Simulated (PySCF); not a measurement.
CH₈N₂Si₂. Atoms are numbered in the order given.

```xyz
13

N      2.0257    -1.0370     0.6206
Si     0.5199    -0.7921    -0.1745
N     -0.8263    -0.5421     0.8992
C     -1.5903     0.6453     0.5189
Si    -0.3946     1.2592    -0.8636
H      2.4180    -0.3638     1.2674
H      2.7241    -1.6666     0.2458
H      0.4642    -1.9496    -1.1279
H     -1.1863    -1.1363     1.6397
H     -1.7135     1.3663     1.3484
H     -2.5994     0.4199     0.1245
H      0.3143     2.5304    -0.5088
H     -1.0299     1.4425    -2.2071
```

Geometry: PBE0-D3(BJ)/def2-SVP. The structure was generated by enumeration; whether it is a known compound was not checked. Other conformers were not sampled.

These are PySCF with PBE/pcSseg-1 values and carry that method's errors.

GIAO shieldings, no solvent; atoms listed in one row are averaged. δ = σ(ref) − σ: ¹⁵N against NH3 (σ = 267.0 ppm); ²⁹Si against TMS (σ = 335.4 ppm); ¹³C against TMS (σ = 182.0 ppm); ¹H against TMS (σ = 31.49 ppm), references at their B3LYP-D3(BJ)/def2-TZVP geometries, non-relativistic.

Computed chemical shifts:
```json
[
 {"nucleus": "¹⁵N", "atoms": "N3", "count": "1", "δ (ppm)": "75.2"},
 {"nucleus": "¹⁵N", "atoms": "N1", "count": "1", "δ (ppm)": "48.6"},
 {"nucleus": "²⁹Si", "atoms": "Si2", "count": "1", "δ (ppm)": "-19.7"},
 {"nucleus": "²⁹Si", "atoms": "Si5", "count": "1", "δ (ppm)": "-39.8"},
 {"nucleus": "¹³C", "atoms": "C4", "count": "1", "δ (ppm)": "33.4"},
 {"nucleus": "¹H", "atoms": "H8", "count": "1", "δ (ppm)": "5.95"},
 {"nucleus": "¹H", "atoms": "H13", "count": "1", "δ (ppm)": "4.85"},
 {"nucleus": "¹H", "atoms": "H12", "count": "1", "δ (ppm)": "4.74"},
 {"nucleus": "¹H", "atoms": "H10, H11", "count": "2", "δ (ppm)": "3.31"},
 {"nucleus": "¹H", "atoms": "H9", "count": "1", "δ (ppm)": "1.50"},
 {"nucleus": "¹H", "atoms": "H7", "count": "1", "δ (ppm)": "1.48"},
 {"nucleus": "¹H", "atoms": "H6", "count": "1", "δ (ppm)": "1.20"}
]
```
